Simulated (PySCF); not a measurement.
**Electronic structure of Bi⁶⁴⁺ (bismuth, charge +64) at the UHF level**

Configuration: [Ar] 3d1, 2D determinant. Calculation: PySCF 2.14, in an uncontracted even-tempered set (17 s from 18 bohr⁻², ratio 2.5; 13 p from 24 bohr⁻², ratio 2.5; 7 d from 24 bohr⁻², ratio 2.5; 4 f from 84 bohr⁻², ratio 2.7; 3 g from 130 bohr⁻², ratio 2.7); the spin-free X2C one-electron Hamiltonian (Gaussian nucleus).

```
Total energy                                                  : -17041.779925 hartree
One-electron energy                                           : -18692.5089 hartree
Hartree (Coulomb) energy                                      : 1868.9931 hartree
Exchange energy                                               : -218.2640 hartree
⟨S²⟩                                                          : 0.7501
⟨L²⟩                                                          : 6.001
Sum of ⟨r⟩                                                    : 1.946 bohr
Sum of ⟨r²⟩                                                   : 0.3005 bohr²
Traceless quadrupole moment −½Σ⟨3z² − r²⟩ along its main axis : 0.00654 e·bohr²
```

```json
{"shell": "1s α", "electrons": "1", "mean orbital energy (hartree)": "-3529.93122", "spread (hartree)": "0", "rms radius, mean of both spins (bohr)": "0.0178"}
{"shell": "1s β", "electrons": "1", "mean orbital energy (hartree)": "-3529.92285", "spread (hartree)": "0", "rms radius, mean of both spins (bohr)": "0.0178"}
{"shell": "2s α", "electrons": "1", "mean orbital energy (hartree)": "-785.95176", "spread (hartree)": "0", "rms radius, mean of both spins (bohr)": "0.0711"}
{"shell": "2s β", "electrons": "1", "mean orbital energy (hartree)": "-785.55208", "spread (hartree)": "0", "rms radius, mean of both spins (bohr)": "0.0711"}
{"shell": "2p α", "electrons": "3", "mean orbital energy (hartree)": "-701.53365", "spread (hartree)": "0.09970", "rms radius, mean of both spins (bohr)": "0.0655"}
{"shell": "2p β", "electrons": "3", "mean orbital energy (hartree)": "-701.11437", "spread (hartree)": "0.40938", "rms radius, mean of both spins (bohr)": "0.0655"}
{"shell": "3s α", "electrons": "1", "mean orbital energy (hartree)": "-305.77780", "spread (hartree)": "0", "rms radius, mean of both spins (bohr)": "0.173"}
{"shell": "3s β", "electrons": "1", "mean orbital energy (hartree)": "-305.31590", "spread (hartree)": "0", "rms radius, mean of both spins (bohr)": "0.173"}
{"shell": "3p α", "electrons": "3", "mean orbital energy (hartree)": "-280.46524", "spread (hartree)": "0.19860", "rms radius, mean of both spins (bohr)": "0.174"}
{"shell": "3p β", "electrons": "3", "mean orbital energy (hartree)": "-279.90157", "spread (hartree)": "0.48878", "rms radius, mean of both spins (bohr)": "0.174"}
{"shell": "3d α", "electrons": "1", "mean orbital energy (hartree)": "-259.55485", "spread (hartree)": "0", "rms radius, mean of both spins (bohr)": "0.154"}
```

Spin-orbit coupling, absent here, splits the open shell strongly.

Densities and radii are taken from the X2C orbitals without a picture-change correction, which distorts them close to the nucleus.

Spin-orbit constants ζ (cm⁻¹) from the X2C one-electron operator on these orbitals: bare nucleus, nucleus screened by l(l+1)(2l+1)/3 electrons, and screened by the Breit-Pauli mean field of the electrons.

```csv
shell,bare,screened nucleus,mean field
2p,11590000,11310000,11220000
3p,3005000,2932000,2914000
3d,482900,424700,422900
```

To first order the Landé constant is A = 422900 cm⁻¹, so the lowest level has J = 3/2 and lies 78.7 eV below the centre of the term. First order in ζ underestimates the shift of the j = l − 1/2 level at high Z.
